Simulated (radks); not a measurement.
Task: In3+, 46 electrons, occupied as [Kr] 4d10. Calculated with a radial shooting solver on a logarithmic mesh with Libxc functionals: non-relativistic Kohn-Sham, exchange-only PBE, spin-polarised, spherical densities, point nucleus; relativity is left out, which matters for an element this heavy. Some entries of the table are withheld. Estimate them.

| orbital | occ. | eigenvalue (hartree) | <r^2> (bohr^2) |
|---|---|---|---|
| 1s | 2 | (1) | 0.001290 |
| 2s | 2 | -145.2360 | 0.02119 |
| 2p | 6 | -135.7077 | 0.01598 |
| 3s | 2 | -28.27537 | 0.1494 |
| 3p | 6 | (2) | 0.1444 |
| 3d | 10 | -17.14837 | 0.1248 |
| 4s | 2 | -5.08728 | (3) |
| 4p | 6 | -3.81406 | 0.9969 |
| 4d | 10 | -1.73331 | 1.561 |

Result: 
(1) 1s eigenvalue (hartree): -985.8607
(2) 3p eigenvalue (hartree): -24.37525
(3) 4s <r^2> (bohr^2): 0.8727
